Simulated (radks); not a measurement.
Valence configurations of Ga I (all share [Ar]). All-electron calculation, Dirac Kohn-Sham, LDA (Slater exchange, Perdew-Wang correlation), spin-unpolarised, spherical densities, point nucleus; open shells fill j = l - 1/2 first. Program: a radial shooting solver on a logarithmic mesh with Libxc functionals. Energies are relative to 3d10 4s2 4p1; eigenvalues in eV.

3d10 4s2 4p1: E (eV) 0.000; e(3d3/2) -19.608; e(3d5/2) -19.145; e(4p1/2) -2.779; e(4s1/2) -9.119
3d10 4s1 4p2: E (eV) 6.506; e(3d3/2) -21.414; e(3d5/2) -20.950; e(4p1/2) -3.526; e(4s1/2) -10.189
3d9 4s2 4p2: E (eV) 20.057; e(3d3/2) -28.445; e(3d5/2) -27.948; e(4p1/2) -4.082; e(4s1/2) -11.460
3d9.5 4s2 4p1.5: E (eV) 9.091; e(3d3/2) -23.950; e(3d5/2) -23.470; e(4p1/2) -3.443; e(4s1/2) -10.319
3d8 4s2 4p3: E (eV) 48.187; e(3d3/2) -37.997; e(3d5/2) -37.465; e(4p1/2) -5.373; e(4p3/2) -5.139; e(4s1/2) -13.691
3d10 4s1.5 4p1.5: E (eV) 3.213; e(3d3/2) -20.541; e(3d5/2) -20.077; e(4p1/2) -3.170; e(4s1/2) -9.678
3d10 4p3: E (eV) 13.466; e(3d3/2) -23.127; e(3d5/2) -22.660; e(4p1/2) -4.210; e(4p3/2) -4.053

NIST lists [Ar] 3d10 4s2 4p1 as the ground configuration; this level of theory agrees among the configurations tried. The energies are those of spherical spin-averaged densities, not of single terms.
